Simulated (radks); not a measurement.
The rhodium ion Rh2+, 43 electrons, occupied as [Kr] 4d(3/2: 4, 5/2: 3). Calculated with a radial shooting solver on a logarithmic mesh with Libxc functionals: Dirac Kohn-Sham, PBE, spin-unpolarised, spherical densities, finite nucleus; Fermi nuclear charge, rms radius 4.4945 fm.

Normalised radial functions P(r) = r R(r) (large component), r in bohr:

r,3d3/2,4d5/2
0.00128,0.0000,0.0000
0.001667,0.0000,0.0000
0.00217,0.0000,0.0000
0.002848,0.0001,0.0000
0.003709,0.0002,0.0000
0.004868,0.0004,0.0001
0.006339,0.0007,0.0002
0.008254,0.0014,0.0004
0.01083,0.0030,0.0008
0.01411,0.0061,0.0017
0.01852,0.0126,0.0037
0.02411,0.0251,0.0075
0.0314,0.0490,0.0148
0.04121,0.0949,0.0291
0.05366,0.1744,0.0540
0.07044,0.3117,0.0969
0.09172,0.5174,0.1609
0.1194,0.8010,0.2473
0.1568,1.1487,0.3472
0.2041,1.4668,0.4223
0.2679,1.6567,0.4233
0.3489,1.6028,0.2976
0.4543,1.2995,0.0309
0.5963,0.8394,-0.3382
0.7765,0.4249,-0.6744
1.019,0.1522,-0.8677
1.327,0.0380,-0.8517
1.728,0.0059,-0.6820
2.268,0.0005,-0.4437
2.953,0.0000,-0.2353
3.877,0.0000,-0.0921
5.048,0.0000,-0.0255

3d3/2: eigenvalue -324.34 eV, 0 radial nodes, <r> = 0.368 bohr, 90 % of the charge inside 0.585 bohr. 4d5/2: eigenvalue -25.508 eV, 1 radial node at r = 0.466 bohr, <r> = 1.45 bohr, 90 % of the charge inside 2.29 bohr.
